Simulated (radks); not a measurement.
Results of a calculation; reference values are marked as such.
Q: The mean radii <r> (bohr) of the occupied orbitals of an atom or ion are listed with their occupations. Level of theory: non-relativistic Kohn-Sham, SCAN, spin-polarised, spherical densities, point nucleus; meta-GGA in the generalised Kohn-Sham scheme (a radial shooting solver on a logarithmic mesh with Libxc functionals).

| orbital | occ. | <r> |
|---|---|---|
| 1s up | 1 | 0.08622 |
| 1s down | 1 | 0.08621 |
| 2s up | 1 | 0.4135 |
| 2s down | 1 | 0.4134 |
| 2p up | 3 | 0.3749 |
| 2p down | 3 | 0.3750 |
| 3s up | 1 | 1.259 |
| 3s down | 1 | 1.268 |
| 3p up | 2 | 1.331 |

Name the element and its charge. Open shells, if any, are filled with parallel spins first.

A: Z = 18, argon, charge +4: Ar4+ in [Ne] 3s2 3p2. The 1s radius gives Z: for a bare nucleus <r> = 1.5/Z, 0.08333 bohr for Z = 18, and screening makes it slightly larger (0.08622 here). The occupations add up to 14, and the charge is Z minus that.
